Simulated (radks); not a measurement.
Neutral lanthanum inside a hard spherical wall (all orbitals vanish at R), configuration held at [Xe] 5d1 6s2 and not refilled when levels cross. Method: scalar-relativistic Kohn-Sham, PBE, spin-unpolarised, spherical densities, finite nucleus; Fermi nuclear charge, rms radius 4.855 fm; computed with a radial shooting solver on a logarithmic mesh with Libxc functionals. Eigenvalues in eV, with the zero of energy where the potential of the charges vanishes at infinity; a dash marks a level that is unbound or too diffuse for the functional's potential to be trusted. A positive occupied level is held by the wall or, in an anion where self-interaction has pushed it up, behind a barrier. The pressure on the wall is -dE/dV.

R (bohr)  E (hartree)  kinetic (hartree)    e(5s)    e(5p)   e(6s)   e(5d)  e(6p, empty)  e(7s, empty)  pressure (GPa)
free       -8492.9117           8982.759  -38.921  -22.401  -3.679  -3.091        -1.352             -               0
15         -8492.9117           8982.760  -38.917  -22.397  -3.677  -3.088        -1.336         0.390        0.000315
6          -8492.7456           8983.543  -35.942  -19.548  -0.193  -0.428         4.224        19.695            10.2
5          -8492.4681           8984.619  -33.617  -17.371   4.141   2.059        10.350        35.795            42.8
4          -8491.5607           8988.068  -28.861  -12.782  16.096   8.044        25.908        71.945             241
3.5        -8490.3376           8992.616  -24.226   -7.981  30.032  14.602        42.827        107.97             671
3          -8487.5987           9002.268  -16.038    1.101  57.143  27.067        74.134        170.81            2130
2.5        -8480.8415           9024.224    0.519   20.384  113.50  53.019        136.52        289.59            7920
2          -8461.7712           9081.740   42.155   69.084  243.57  114.75        275.49        541.29           37600
1.5        -8394.3082           9272.547   184.52   227.95  604.27  294.13        648.12        1180.9          266000
